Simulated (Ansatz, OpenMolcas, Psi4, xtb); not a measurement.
## C2HBF2 (SMILES C#CB(F)F): methods side by side

C2HBF2 has 6 atoms, charge 0, and is taken as a singlet. As SMILES, `C#CB(F)F`. The shape is that of a PBE0-D4/def2-TZVP optimisation.

```xyz
6

C    -0.8837    0.4508    1.2534
C    -0.2186    0.1062    0.3117
B     0.6220   -0.3292   -0.8784
F     0.1536   -1.1795   -1.7666
F     1.8417    0.1317   -1.0541
H    -1.4730    0.7560    2.0879
```

Each level gives the energy change with the C2–B3 bond stretched from 1.521 to 2.281 Å (eV). The values are calculated.

```tsv
level	kind	program	value (eV)	CPU time (all runs)
GFN2-xTB	semi-empirical	xtb	2.83	under 2 s
HF/def2-SVPD (restricted)	Hartree–Fock	Ansatz	3.36	8.7 s
SVWN5/def2-SVPD (restricted)	LDA	OpenMolcas	3.14	57 s
BLYP/def2-SVPD (restricted)	GGA	Psi4	2.85	24 s
B3LYP/def2-SVPD (restricted)	global hybrid	Ansatz	3.07	18 s
wB97X/def2-SVPD (restricted)	range-separated hybrid	Ansatz	3.12	56 s
B2PLYP/def2-SVPD (restricted)	double hybrid	OpenMolcas	3.10	74 s
RPA@PBE/def2-SVPD (restricted)	RPA	Ansatz	2.88	30 s
CCSD/def2-SVPD (restricted)	coupled cluster or CI	Ansatz	3.05	82 s
```

The first shape isn't each level's own minimum. The values span 2.83 to 3.36 eV. CPU times are rough (shared hosts, several kinds of processor and program).
